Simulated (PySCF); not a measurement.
# LaBr: from constants to spectrum

RHF-CCSD(T) constants of LaBr, singlet, about 0.1 electrons in the 4f shell (Mulliken) (basis La def2-TZVPP with ECP46, Br def2-TZVPP; scalar-relativistic core potentials; PySCF 2.14; masses 138.9063 and 78.9183 u):

| Quantity | Value |
| --- | --- |
| ωe | 236.0 cm⁻¹ |
| ωexe | 0.441 cm⁻¹ |
| Be | 0.04584 cm⁻¹ |
| αe | 0.000121 cm⁻¹ |

What force constant and bond length do these constants imply?

Reduced mass μred = 50.326 u; k = 5.8918×10⁻⁷·μred·ωe² (u, cm⁻¹, mdyn/Å) = 1.65 mdyn/Å; Re = √(16.8576/(μred·Be)) (u, cm⁻¹, Å) = 2.703 Å.

Estimate the centrifugal constant D from the Kratzer relation and find the Dunham coefficient a1.

D = 4Be³/ωe² = 6.92e-09 cm⁻¹; a1 = −1 − αeωe/(6Be²) = -3.26.

Correlated steps freeze 9 core orbitals. These are scalar-relativistic numbers at best; spin–orbit coupling would shift them, the dissociation energy most.
